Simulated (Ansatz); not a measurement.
Species: GaF₂, charge 0, multiplicity 2. It need not be the lowest isomer of its formula. SMILES: [Ga]([F])[F]
Geometry: optimised at B3LYP-D3(BJ)/def2-TZVP (Ansatz, a program for electronic structure).

Wanted: vertical ionisation energy (to the singlet state of charge +1; each state is the SCF solution reached for its spin), in eV. Cores are frozen in the correlated levels unless marked. UHF or UKS for open shells. Spin-orbit coupling is left out. Frozen are the shells of the preceding noble gas and the d and f shells that filled before the atom's block. Non-relativistic. Basis-set limits of correlation are two-point, X^-3; Hartree-Fock from the larger set. [CCSD(T)-MP2]/basis is that difference in the basis named.

| level | program | vertical ionisation energy (eV) |
|---|---|---|
| HF/aug-cc-pVTZ | Ansatz | 10.28 |

Task: Predict the RI-MP2/CBS(aug-cc-pVTZ,aug-cc-pVQZ)+[CCSD(T)-MP2]/aug-cc-pVTZ result (Ansatz).

Result: 10.14 eV, so HF/aug-cc-pVTZ differs from it by 0.14 eV.
